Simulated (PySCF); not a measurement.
C₆ coefficients of unlike pairs at PBE

Calculated with PySCF 2.14 from the dipole response of each species, C₆(A,B) = (3/π) ∫ α_A(iu) α_B(iu) du, in atomic units, from isotropic polarisabilities. For ions this is the dispersion term alone; charge-induced terms of lower order in 1/R come first.

| species | configuration | basis | relativity | α (bohr³) | C₆ (like pair) |
| --- | --- | --- | --- | --- | --- |
| Cl³⁺ | [Ne] 3s2 3p2 (3P) | x2c-TZVPPall with one added diffuse shell each of s, p, d type (6s6p4d1f) | spin-free X2C | 4.322 | 11.71 |
| As | [Ar] 3d10 4s2 4p3 (4S) | def2-QZVPPD (12s7p5d4f1g) | none | 32.60 | 278.3 |
| Sb²⁺ | [Kr] 4d10 5s2 5p1 (2P) | aug-cc-pwCVTZ-PP with ECP28MDF (8s7p6d4f1g) | core potential | 15.53 | 97.55 |
| Mg | [Ne] 3s2 (1S) | def2-TZVPPD (5s5p3d) | none | 73.30 | 648.3 |

**Question.** Estimate C₆ for Sb²⁺ with Cl³⁺.

**Answer.** The integral gives 33.30. The combination rule 2 C_A C_B / (C_A α_B/α_A + C_B α_A/α_B) gives 33.00 and the geometric mean 33.79.

No spin-orbit coupling is included.

The other pairs:

| pair | C₆ |
| --- | --- |
| Mg, Cl³⁺ | 64.93 |
| Sb²⁺, As | 160.9 |
| As, Cl³⁺ | 53.11 |
| Mg, Sb²⁺ | 210.7 |
| Mg, As | 393.1 |
